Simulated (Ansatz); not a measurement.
Reaction (ligand exchange at the Si–O bond): `[SiH3][O][In]([Cl])[O][SiH3]` + `[CH3][AlH][SH]` → `[CH3][AlH][S][SiH3]` + `[OH][In]([Cl])[O][SiH3]`

Program: Ansatz. Geometries: PBE0-D4/def2-TZVP. ΔE: electronic, gas phase. CCSD(T)/CBS is the MP2 limit (def2-TZVPP, def2-QZVPP) plus CCSD(T) − MP2 in def2-TZVPP, frozen cores. This one scheme is used for every species. Functionals use def2-TZVPP. B3LYP here is the variant with VWN-RPA as its local correlation; programs differ in this. Elements past krypton have def2 core potentials. For In outer-core shells are correlated without core-valence functions, which leaves a few kJ/mol of doubt a bond. Each species was taken in one conformer, which may not be the lowest.

```csv
level,ΔE (kJ/mol),difference from CCSD(T)/CBS
PBE0-D4,27.8,-11.4
B3LYP-D4,40.8,1.6
ωB97M-V,37.9,-1.3
B2PLYP,45.0,5.8
PBE0,30.3,-8.9
B3LYP,45.9,6.7
CCSD(T)/def2-TZVPP,43.1,3.9
SCS-MP2/def2-QZVPP,45.2,6.0
HF/CBS(def2),68.6,29.4
CCSD/CBS(def2),43.7,4.5
CCSD(T)/CBS,39.2,0
```

Largest T1 diagnostic among the species: 0.015.

The D4 term adds −5.1 kJ/mol with B3LYP and −2.5 kJ/mol with PBE0; it sums over pairs of atoms, weighted by their polarisabilities, and B3LYP, whose exchange is more repulsive, gets the larger term. From PBE to PBE0 (25 % exact exchange), in def2-TZVPP and without D4, ΔE moves by +5.7 kJ/mol.
